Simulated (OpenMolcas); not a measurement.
Mn4+ (d3) among equal point charges was computed by CASSCF with the d shell active (OpenMolcas, ANO-RCC-VDZP on the metal). Its lowest spin-free states, and all those of the highest spin:

```
2S+1  Degeneracy  E (cm-1)
   4           3       0.0
   4           3     662.4
   4           1      1488
   4           3     20512
   2           3     20701
   2           2     20749
   2           3     20927
   2           1     21088
   2           3     27142
   2           3     27339
   2           2     27426
   2           3     27532
```

Task: Is the site octahedral, tetrahedral or cube-like, axial, or of lower symmetry?

Result: The states with 2S+1 = 4 have orbital degeneracies 3, 3, 1, 3. Threefold states need a cubic site. For d3 at this spin an octahedron puts the single A2 below the threefold T2 and a tetrahedron or cube puts the threefold T1 below the threefold T2, so the site is a tetrahedron or a cube, which this pattern cannot tell apart. The run had Mn4+ among 4 point charges of -2.5 e arranged as a tetrahedron (Td), 2.21 Å from the ion.

An orbital triplet at a regular site is open to Jahn-Teller coupling, which can distort the site and quench the lowest spin-orbit gaps and is left out. Without dynamic correlation the repulsion within the d shell is too large (B by tens of per cent), so at a given field states of lower spin stand too high. The ground term spreads over less than 5000 cm-1, several times less than with real ligands, so orbital moments are less quenched and χT lies further from the spin-only value than at real sites. Point charges carry no covalency, so the field is a model and not that of real ligands. No measured value stands beside these numbers.
